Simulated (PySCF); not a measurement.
C3H7ClSi, SMILES C(=C\C)/[SiH2]Cl. Coordinates come from a PBE0-D3(BJ)/def2-SVP optimisation. The structure was generated by enumeration; whether it is a known compound was not checked. The values are those of a single conformer.

Computed equilibrium geometry at PBE0-D3(BJ)/def2-SVP (PySCF confirms it by a frequency run) as a Z-matrix (one conformer of several):
```
C
C 1 1.3425
H 1 1.0985 2 118.45
H 2 1.0997 1 118.67 3 179.54
C 2 1.4905 4 115.39 1 179.93
H 5 1.0993 2 111.94 4 -179.91
H 5 1.1029 6 108.54 2 122.55
H 5 1.1029 6 108.51 7 115.09
Si 1 1.8511 3 119.41 2 179.93
H 9 1.4908 1 112.08 3 54.28
H 9 1.4909 10 110.31 1 -122.03
Cl 9 2.0795 10 106.28 11 -117.17
```
